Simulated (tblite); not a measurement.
Isomers of C2H10F3PSi3. Computed values, GFN2-xTB/tblite, gas phase, harmonic and unscaled. Errors from tens to a few hundred cm⁻¹ against measured bands are possible. Modes of hydrogen on phosphorus and silicon can be 10 to 20 % off. One conformer each.

Electronic energies: GFN2-xTB at the same geometries; isomer energies are rough at this level and their order can be wrong.

| SMILES | electronic energy, lowest = 0 (kcal/mol) |
| --- | --- |
| FC(F)(F)C[SiH2]P([SiH3])[SiH3] | 24.7 |
| FC(F)(F)[SiH2]C[SiH2]P[SiH3] | 44.7 |
| FC(F)(F)C[SiH2]P[SiH2][SiH3] | 39.5 |
| F[SiH2]C(F)(F)C[SiH2]P[SiH3] | 0.0 |

Question: How do GFN2-xTB zero-point energies change the relative energies?

Answer: 
```csv
SMILES,ZPE (kcal/mol),of it from modes above 1550 cm⁻¹,electronic (kcal/mol),"with ZPE, lowest = 0 (kcal/mol)",lowest mode (cm⁻¹),rings
F[SiH2]C(F)(F)C[SiH2]P[SiH3],67.4,34.9,0.0,0.0,18,0
FC(F)(F)C[SiH2]P([SiH3])[SiH3],67.3,34.4,24.7,24.6,16,0
FC(F)(F)C[SiH2]P[SiH2][SiH3],67.2,34.3,39.5,39.3,10i,0
FC(F)(F)[SiH2]C[SiH2]P[SiH3],66.6,34.5,44.7,43.9,13,0
```

The zero-point energies span 0.8 kcal/mol, from `FC(F)(F)[SiH2]C[SiH2]P[SiH3]` to `F[SiH2]C(F)(F)C[SiH2]P[SiH3]`. Slightly imaginary modes are left out of the zero-point energy: `FC(F)(F)C[SiH2]P[SiH2][SiH3]` 10.0i cm⁻¹. The order is unchanged.
